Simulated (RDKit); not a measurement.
A run for RDKit: UFF on BrFH2 (a complex).

```python
from rdkit import Chem
from rdkit.Chem import AllChem, rdDetermineBonds

blocks = [
'''2

F    -0.36218514    0.13536947    0.36942273
H    -0.22032105   -0.77429421    0.26519966
''',
'''2

Br   -0.04213583    0.92178150    3.73986378
H    -0.21401584    0.81031548    2.32466093
''',
]
mol = None
for b in blocks:
    f = Chem.MolFromXYZBlock(b)
    rdDetermineBonds.DetermineBonds(f, charge=0)
    mol = f if mol is None else Chem.CombineMols(mol, f)
Chem.SanitizeMol(mol)
print(Chem.MolToSmiles(Chem.RemoveHs(mol)))
ff = AllChem.UFFGetMoleculeForceField(mol, vdwThresh=100.0, ignoreInterfragInteractions=False)
e = ff.CalcEnergy()
print(f'UFF energy {e:.6f} kcal/mol')
```

Output:

```
Br.F
UFF energy 8.088526 kcal/mol
```

The run finished.

Cost: around 0.04 core-seconds (rough).
